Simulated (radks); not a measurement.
Q: These are the eigenvalues of the occupied orbitals of an atom or ion with whole-number occupations (eV). All-electron calculation, non-relativistic Kohn-Sham, PBE, spin-polarised, spherical densities, point nucleus. Program: a radial shooting solver on a logarithmic mesh with Libxc functionals.

1s up: -286.6190
1s down: -286.0683
2s up: -24.7348
2s down: -22.9425
2p up: -15.9716
4f up: -0.4817

Which element is it, and in what charge state? The configuration may be excited. Open shells, if any, are filled with parallel spins first.

A: Z = 6, carbon, charge 0: C in [He] 2s2 2p1 4f1. The list shows which subshells hold electrons but not how many an open one holds; the 1s level, -10.533 hartree, gives Z - s = 4.6 by -(Z - s)^2/2, which with screening narrows Z to a few neighbours, and the depths of the outer levels then fix element, charge and occupations together.
